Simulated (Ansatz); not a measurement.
# Nudged elastic band run: B2FH5OSi

input.yaml

```yaml
crystal:
  periodic: [false, false, false]
  atoms:
    - { symbol: B, position_ang: [-0.058769, 1.248416, 1.748362] }
    - { symbol: Si, position_ang: [-0.749545, 0.341218, 0.069259] }
    - { symbol: O, position_ang: [0.500853, -0.209219, -0.89127] }
    - { symbol: B, position_ang: [0.921226, -1.315792, -1.501046] }
    - { symbol: F, position_ang: [2.021277, -1.263367, -2.223783] }
    - { symbol: H, position_ang: [-0.838747, 1.784419, 2.486967] }
    - { symbol: H, position_ang: [1.101547, 1.2643, 2.048375] }
    - { symbol: H, position_ang: [-1.609537, -0.814065, 0.436972] }
    - { symbol: H, position_ang: [-1.552827, 1.279481, -0.748224] }
    - { symbol: H, position_ang: [0.347522, -2.366492, -1.422614] }
basis:
  gaussian: { orbitals: def2-SVP }
hamiltonian:
  xc: hf
neb:
  order_check: false
  images: 7
  f_tol: 0.05
  max_iterations: 60
  final_atoms:
    - { symbol: B, position_ang: [0.14377747, 1.11502757, 1.49217524] }
    - { symbol: Si, position_ang: [-0.98299164, 0.30307701, 0.00794352] }
    - { symbol: O, position_ang: [-0.0603192, -0.30916616, -1.25540195] }
    - { symbol: B, position_ang: [0.92631925, -1.19493698, -1.37105723] }
    - { symbol: F, position_ang: [1.37809571, -1.80818174, -0.28397097] }
    - { symbol: H, position_ang: [-0.38513756, 1.48098274, 2.50553436] }
    - { symbol: H, position_ang: [1.32787785, 1.27197642, 1.39184852] }
    - { symbol: H, position_ang: [-1.83854635, -0.79229498, 0.52417111] }
    - { symbol: H, position_ang: [-1.85278486, 1.34288293, -0.58637679] }
    - { symbol: H, position_ang: [1.42670935, -1.46046781, -2.42186782] }
  initial_path:
    images:
      - { positions_ang: [[-0.058769, 1.248416, 1.748362], [-0.749545, 0.341218, 0.069259], [0.500853, -0.209219, -0.89127], [0.921226, -1.315792, -1.501046], [2.021277, -1.263367, -2.223783], [-0.838747, 1.784419, 2.486967], [1.101547, 1.2643, 2.048375], [-1.609537, -0.814065, 0.436972], [-1.552827, 1.279481, -0.748224], [0.347522, -2.366492, -1.422614]] }
      - { positions_ang: [[-0.04063904, 1.24151995, 1.70162673], [-0.7402142, 0.24928742, 0.12029073], [0.49138594, -0.45983132, -0.67541786], [0.89760754, -1.28812529, -1.47945247], [1.97998328, -1.03649708, -2.15545255], [-0.80353798, 1.88711618, 2.33373371], [1.09932793, 1.23565319, 2.03134015], [-1.67611772, -0.77136749, 0.53354629], [-1.42233414, 1.13388748, -0.79698874], [0.2975384, -2.24274403, -1.61022799]] }
      - { positions_ang: [[-0.02250908, 1.23462389, 1.65489146], [-0.7308834, 0.15735684, 0.17132245], [0.48191888, -0.71044363, -0.45956571], [0.87398907, -1.26045858, -1.45785894], [1.93868957, -0.80962716, -2.0871221], [-0.76832897, 1.98981336, 2.18050042], [1.09710886, 1.20700637, 2.01430529], [-1.74269845, -0.72866997, 0.63012058], [-1.29184127, 0.98829396, -0.84575348], [0.24755479, -2.11899607, -1.79784198]] }
      - { positions_ang: [[-0.00437913, 1.22772784, 1.60815618], [-0.7215526, 0.06542625, 0.22235418], [0.47245183, -0.96105595, -0.24371357], [0.85037061, -1.23279187, -1.4362654], [1.89739585, -0.58275724, -2.01879165], [-0.73311995, 2.09251054, 2.02726713], [1.09488979, 1.17835956, 1.99727044], [-1.80927917, -0.68597246, 0.72669487], [-1.16134841, 0.84270044, -0.89451822], [0.19757119, -1.9952481, -1.98545597]] }
      - { positions_ang: [[0.01375083, 1.22083178, 1.56142091], [-0.7122218, -0.02650433, 0.27338591], [0.46298477, -1.21166827, -0.02786142], [0.82675214, -1.20512515, -1.41467187], [1.85610213, -0.35588732, -1.9504612], [-0.69791094, 2.19520772, 1.87403384], [1.09267072, 1.14971274, 1.98023558], [-1.8758599, -0.64327495, 0.82326916], [-1.03085555, 0.69710691, -0.94328295], [0.14758759, -1.87150013, -2.17306996]] }
      - { positions_ang: [[0.04625749, 1.19438073, 1.54410949], [-0.77991426, 0.05589101, 0.20702531], [0.33215878, -0.98604274, -0.33474655], [0.85164392, -1.20257811, -1.40376821], [1.73660053, -0.71896093, -1.53383864], [-0.61971759, 2.01665147, 2.03190897], [1.1514725, 1.18027866, 1.83313882], [-1.86653151, -0.68052996, 0.74849465], [-1.23633788, 0.85855092, -0.85405641], [0.46736803, -1.76874205, -2.23526942]] }
      - { positions_ang: [[0.07876415, 1.16792968, 1.52679807], [-0.84760672, 0.13828634, 0.14066471], [0.20133278, -0.76041721, -0.64163168], [0.8765357, -1.20003107, -1.39286455], [1.61709892, -1.08203453, -1.11721608], [-0.54152425, 1.83809523, 2.1897841], [1.21027429, 1.21084458, 1.68604205], [-1.85720313, -0.71778496, 0.67372013], [-1.44182021, 1.01999492, -0.76482987], [0.78714847, -1.66598397, -2.29746889]] }
      - { positions_ang: [[0.11127081, 1.14147862, 1.50948666], [-0.91529918, 0.22068168, 0.07430412], [0.07050679, -0.53479168, -0.94851682], [0.90142747, -1.19748402, -1.38196089], [1.49759731, -1.44510814, -0.70059352], [-0.46333091, 1.65953898, 2.34765923], [1.26907607, 1.2414105, 1.53894529], [-1.84787474, -0.75503997, 0.59894562], [-1.64730253, 1.18143892, -0.67560333], [1.10692891, -1.56322589, -2.35966835]] }
      - { positions_ang: [[0.14377747, 1.11502757, 1.49217524], [-0.98299164, 0.30307701, 0.00794352], [-0.0603192, -0.30916616, -1.25540195], [0.92631925, -1.19493698, -1.37105723], [1.37809571, -1.80818174, -0.28397097], [-0.38513756, 1.48098274, 2.50553436], [1.32787785, 1.27197642, 1.39184852], [-1.83854635, -0.79229498, 0.52417111], [-1.85278486, 1.34288293, -0.58637679], [1.42670935, -1.46046781, -2.42186782]] }
```

Run as:

```bash
$ ansatz run input.yaml --threads 1 --pin off --max-ram 2048MiB --backend cpu --events-out ev --progress --plain --runs-dir out
```

Output, in part (warnings, iteration lines, the closing report on the highest movable image, with atoms numbered from 0):

```
NEB end point (image 0): max|allowed force component| = 1.106e-2 eV/Å (the criterion of neb.relax_end_points is 1.000e-2)
NEB end point (image 8): max|allowed force component| = 8.152e-3 eV/Å (the criterion of neb.relax_end_points is 1.000e-2)
NEB iter   1: max|band force component| = 1.651e2 eV/Å  barrier→ = 30.5656 eV  barrier← = 30.5877 eV  Δτ_max = 0.2000 Å  (326 SCF iters)
NEB iter   2: max|band force component| = 4.550e1 eV/Å  barrier→ = 6.9516 eV  barrier← = 6.9738 eV  Δτ_max = 0.1982 Å  (267 SCF iters)
NEB iter   3: max|band force component| = 2.531e1 eV/Å  barrier→ = 3.0600 eV  barrier← = 3.0821 eV  Δτ_max = 0.1973 Å  (246 SCF iters)
NEB iter   4: max|band force component| = 1.020e1 eV/Å  barrier→ = 1.1360 eV  barrier← = 1.1582 eV  Δτ_max = 0.1959 Å  (253 SCF iters)
NEB iter   5: max|band force component| = 4.196e0 eV/Å  barrier→ = 0.3230 eV  barrier← = 0.3451 eV  Δτ_max = 0.1962 Å  (250 SCF iters)
NEB iter   6: max|band force component| = 1.824e0 eV/Å  barrier→ = 0.2477 eV  barrier← = 0.2698 eV  Δτ_max = 0.1978 Å  (257 SCF iters)
NEB iter   7: max|band force component| = 1.516e0 eV/Å  barrier→ = 0.1598 eV  barrier← = 0.1819 eV  Δτ_max = 0.1975 Å  (259 SCF iters)
NEB iter   8: max|band force component| = 9.432e-1 eV/Å  barrier→ = 0.1318 eV  barrier← = 0.1539 eV  Δτ_max = 0.1923 Å  (253 SCF iters)
NEB iter   9: max|band force component| = 2.559e0 eV/Å  barrier→ = 0.4158 eV  barrier← = 0.4379 eV  Δτ_max = 0.1015 Å  (265 SCF iters)
NEB iter  10: max|band force component| = 8.020e-1 eV/Å  barrier→ = 0.1248 eV  barrier← = 0.1469 eV  Δτ_max = 0.2000 Å  (261 SCF iters)
NEB iter  11: max|band force component| = 6.010e0 eV/Å  barrier→ = 0.9814 eV  barrier← = 1.0035 eV  Δτ_max = 0.1026 Å  (254 SCF iters)
NEB iter  12: max|band force component| = 8.946e-1 eV/Å  barrier→ = 0.0904 eV  barrier← = 0.1125 eV  Δτ_max = 0.1991 Å  (252 SCF iters)
NEB iter  13: max|band force component| = 7.003e-1 eV/Å  barrier→ = 0.0677 eV  barrier← = 0.0898 eV  Δτ_max = 0.1988 Å  (254 SCF iters)
NEB iter  14: max|band force component| = 7.834e-1 eV/Å  barrier→ = 0.0757 eV  barrier← = 0.0979 eV  Δτ_max = 0.0999 Å  (256 SCF iters)
NEB iter  15: max|band force component| = 6.458e-1 eV/Å  barrier→ = 0.0584 eV  barrier← = 0.0805 eV  Δτ_max = 0.0997 Å  (259 SCF iters)
NEB iter  16: max|band force component| = 3.515e-1 eV/Å  barrier→ = 0.0566 eV  barrier← = 0.0787 eV  CI = image 5  Δτ_max = 0.1001 Å  (264 SCF iters)
NEB iter  17: max|band force component| = 3.875e-1 eV/Å  barrier→ = 0.0677 eV  barrier← = 0.0898 eV  CI = image 5  Δτ_max = 0.0502 Å  (261 SCF iters)
NEB iter  18: max|band force component| = 8.584e-1 eV/Å  barrier→ = 0.0908 eV  barrier← = 0.1129 eV  CI = image 2  Δτ_max = 0.0253 Å  (262 SCF iters)
NEB iter  19: max|band force component| = 5.926e-1 eV/Å  barrier→ = 0.0836 eV  barrier← = 0.1057 eV  CI = image 5  Δτ_max = 0.0507 Å  (265 SCF iters)
NEB iter  20: max|band force component| = 3.545e-1 eV/Å  barrier→ = 0.0855 eV  barrier← = 0.1076 eV  CI = image 5  Δτ_max = 0.0501 Å  (267 SCF iters)
NEB iter  21: max|band force component| = 2.612e-1 eV/Å  barrier→ = 0.0650 eV  barrier← = 0.0872 eV  CI = image 5  Δτ_max = 0.0501 Å  (268 SCF iters)
NEB iter  22: max|band force component| = 7.627e-1 eV/Å  barrier→ = 0.0543 eV  barrier← = 0.0764 eV  CI = image 3  Δτ_max = 0.0501 Å  (266 SCF iters)
NEB iter  23: max|band force component| = 9.843e-1 eV/Å  barrier→ = 0.0581 eV  barrier← = 0.0802 eV  CI = image 3  Δτ_max = 0.1002 Å  (260 SCF iters)
NEB iter  24: max|band force component| = 3.213e-1 eV/Å  barrier→ = 0.0664 eV  barrier← = 0.0885 eV  CI = image 5  Δτ_max = 0.1990 Å  (266 SCF iters)
NEB iter  25: max|band force component| = 1.386e0 eV/Å  barrier→ = 0.0575 eV  barrier← = 0.0796 eV  CI = image 3  Δτ_max = 0.2000 Å  (261 SCF iters)
NEB iter  26: max|band force component| = 4.424e-1 eV/Å  barrier→ = 0.0750 eV  barrier← = 0.0971 eV  CI = image 5  Δτ_max = 0.1998 Å  (261 SCF iters)
NEB iter  27: max|band force component| = 1.596e0 eV/Å  barrier→ = 0.0714 eV  barrier← = 0.0935 eV  CI = image 3  Δτ_max = 0.1006 Å  (258 SCF iters)
NEB iter  28: max|band force component| = 1.625e0 eV/Å  barrier→ = 0.0881 eV  barrier← = 0.1102 eV  CI = image 3  Δτ_max = 0.1002 Å  (263 SCF iters)
NEB iter  29: max|band force component| = 1.541e0 eV/Å  barrier→ = 0.0655 eV  barrier← = 0.0876 eV  CI = image 3  Δτ_max = 0.1992 Å  (262 SCF iters)
NEB iter  30: max|band force component| = 1.171e0 eV/Å  barrier→ = 0.0621 eV  barrier← = 0.0843 eV  CI = image 3  Δτ_max = 0.2000 Å  (261 SCF iters)
NEB iter  31: max|band force component| = 7.612e-1 eV/Å  barrier→ = 0.0837 eV  barrier← = 0.1058 eV  CI = image 5  Δτ_max = 0.1329 Å  (254 SCF iters)
NEB iter  32: max|band force component| = 1.118e0 eV/Å  barrier→ = 0.0662 eV  barrier← = 0.0883 eV  CI = image 3  Δτ_max = 0.1968 Å  (260 SCF iters)
NEB iter  33: max|band force component| = 4.294e-1 eV/Å  barrier→ = 0.0660 eV  barrier← = 0.0881 eV  CI = image 3  Δτ_max = 0.0687 Å  (259 SCF iters)
NEB iter  34: max|band force component| = 2.158e-1 eV/Å  barrier→ = 0.0657 eV  barrier← = 0.0878 eV  CI = image 3  Δτ_max = 0.1986 Å  (267 SCF iters)
NEB iter  35: max|band force component| = 2.198e0 eV/Å  barrier→ = 0.2441 eV  barrier← = 0.2663 eV  CI = image 2  Δτ_max = 0.1008 Å  (260 SCF iters)
NEB iter  36: max|band force component| = 9.519e-1 eV/Å  barrier→ = 0.1217 eV  barrier← = 0.1438 eV  CI = image 3  Δτ_max = 0.1007 Å  (260 SCF iters)
NEB iter  37: max|band force component| = 9.674e-1 eV/Å  barrier→ = 0.1015 eV  barrier← = 0.1236 eV  CI = image 4  Δτ_max = 0.1002 Å  (257 SCF iters)
NEB iter  38: max|band force component| = 5.269e-1 eV/Å  barrier→ = 0.0847 eV  barrier← = 0.1068 eV  CI = image 3  Δτ_max = 0.1517 Å  (261 SCF iters)
NEB iter  39: max|band force component| = 6.972e-1 eV/Å  barrier→ = 0.0725 eV  barrier← = 0.0946 eV  CI = image 5  Δτ_max = 0.1580 Å  (257 SCF iters)
NEB iter  40: max|band force component| = 8.608e-1 eV/Å  barrier→ = 0.1251 eV  barrier← = 0.1472 eV  CI = image 3  Δτ_max = 0.0793 Å  (258 SCF iters)
NEB iter  41: max|band force component| = 4.450e-1 eV/Å  barrier→ = 0.0720 eV  barrier← = 0.0941 eV  CI = image 5  Δτ_max = 0.0668 Å  (262 SCF iters)
NEB iter  42: max|band force component| = 7.038e-1 eV/Å  barrier→ = 0.0638 eV  barrier← = 0.0859 eV  CI = image 4  Δτ_max = 0.0789 Å  (265 SCF iters)
NEB iter  43: max|band force component| = 3.650e-1 eV/Å  barrier→ = 0.0629 eV  barrier← = 0.0850 eV  CI = image 4  Δτ_max = 0.1566 Å  (263 SCF iters)
NEB iter  44: max|band force component| = 6.248e-1 eV/Å  barrier→ = 0.0676 eV  barrier← = 0.0897 eV  CI = image 5  Δτ_max = 0.0792 Å  (260 SCF iters)
NEB iter  45: max|band force component| = 1.123e0 eV/Å  barrier→ = 0.1373 eV  barrier← = 0.1594 eV  CI = image 4  Δτ_max = 0.0396 Å  (266 SCF iters)
NEB iter  46: max|band force component| = 8.992e-1 eV/Å  barrier→ = 0.1110 eV  barrier← = 0.1331 eV  CI = image 4  Δτ_max = 0.0793 Å  (263 SCF iters)
NEB iter  47: max|band force component| = 3.539e-1 eV/Å  barrier→ = 0.0720 eV  barrier← = 0.0941 eV  CI = image 4  Δτ_max = 0.0482 Å  (264 SCF iters)
NEB iter  48: max|band force component| = 1.929e-1 eV/Å  barrier→ = 0.0627 eV  barrier← = 0.0848 eV  CI = image 4  Δτ_max = 0.0368 Å  (263 SCF iters)
NEB iter  49: max|band force component| = 2.328e-1 eV/Å  barrier→ = 0.0620 eV  barrier← = 0.0841 eV  CI = image 4  Δτ_max = 0.0184 Å  (263 SCF iters)
NEB iter  50: max|band force component| = 2.526e-1 eV/Å  barrier→ = 0.0615 eV  barrier← = 0.0836 eV  CI = image 4  Δτ_max = 0.0092 Å  (266 SCF iters)
NEB iter  51: max|band force component| = 1.787e-1 eV/Å  barrier→ = 0.0612 eV  barrier← = 0.0833 eV  CI = image 4  Δτ_max = 0.0092 Å  (265 SCF iters)
NEB iter  52: max|band force component| = 7.089e-2 eV/Å  barrier→ = 0.0609 eV  barrier← = 0.0830 eV  CI = image 4  Δτ_max = 0.0184 Å  (268 SCF iters)
NEB iter  53: max|band force component| = 1.272e-1 eV/Å  barrier→ = 0.0606 eV  barrier← = 0.0827 eV  CI = image 4  Δτ_max = 0.0092 Å  (267 SCF iters)
NEB iter  54: max|band force component| = 7.421e-2 eV/Å  barrier→ = 0.0604 eV  barrier← = 0.0825 eV  CI = image 4  Δτ_max = 0.0092 Å  (265 SCF iters)
NEB iter  55: max|band force component| = 7.865e-2 eV/Å  barrier→ = 0.0604 eV  barrier← = 0.0825 eV  CI = image 4  Δτ_max = 0.0046 Å  (264 SCF iters)
NEB iter  56: max|band force component| = 7.113e-2 eV/Å  barrier→ = 0.0602 eV  barrier← = 0.0823 eV  CI = image 4  Δτ_max = 0.0046 Å  (265 SCF iters)
NEB iter  57: max|band force component| = 4.367e-2 eV/Å  barrier→ = 0.0601 eV  barrier← = 0.0822 eV  CI = image 4  Δτ_max = 0.0000 Å  (677 SCF iters)
Total energy: -14023.71898356 eV, -515.3621670278 hartree
Atom 0 at    -0.009661     1.461190     1.499165 Å, force     0.000375     0.002541    -0.003997 eV/Å
Atom 1 at    -0.907074     0.129626     0.255505 Å, force    -0.005163     0.011997     0.007561 eV/Å
Atom 2 at     0.169752    -0.639340    -0.737046 Å, force    -0.004067    -0.020815    -0.004827 eV/Å
Atom 3 at     0.983444    -1.338746    -1.515676 Å, force     0.011172     0.006307     0.006397 eV/Å
Atom 4 at     2.236812    -1.523525    -1.140669 Å, force     0.002161    -0.006559    -0.006000 eV/Å
Atom 5 at    -0.659883     1.996566     2.354949 Å, force    -0.000986     0.002402    -0.003026 eV/Å
Atom 6 at     1.148655     1.755717     1.409996 Å, force    -0.001290    -0.002113     0.001999 eV/Å
Atom 7 at    -1.621719    -0.914220     1.027992 Å, force    -0.000487    -0.002031     0.002227 eV/Å
Atom 8 at    -1.895833     0.839151    -0.593868 Å, force     0.000986    -0.001785     0.000464 eV/Å
Atom 9 at     0.638506    -1.817518    -2.557349 Å, force    -0.002700     0.010057    -0.000799 eV/Å
Dipole moment:    -0.282529     0.192815     0.128146 e Å
```

It converged. A vibrational analysis at the climbing image gives one clearly imaginary mode, 76i cm⁻¹, and a faint second one (13i cm⁻¹) that may be numerical noise or a soft torsion: probably a first-order saddle point.

Final band (atoms are numbered from 1 in the order of the input):

| image | path coordinate (Å) | energy (eV) | angle Si2–O3–B4 (°) |
| --- | --- | --- | --- |
| 0 | 0.00 | 0.000 | 141 |
| 1 | 0.77 | 0.003 | 139 |
| 2 | 1.54 | 0.005 | 138 |
| 3 | 2.30 | 0.020 | 151 |
| 4 | 3.07 | 0.060 | 176 |
| 5 | 3.72 | 0.049 | 165 |
| 6 | 4.37 | 0.011 | 147 |
| 7 | 5.01 | -0.008 | 141 |
| 8 | 5.66 | -0.022 | 136 |

Run time: 12 min on 1 thread of Intel(R) Xeon(R) Platinum 8488C (Sapphire Rapids), with other jobs on the host, peak memory 0.19 GiB.
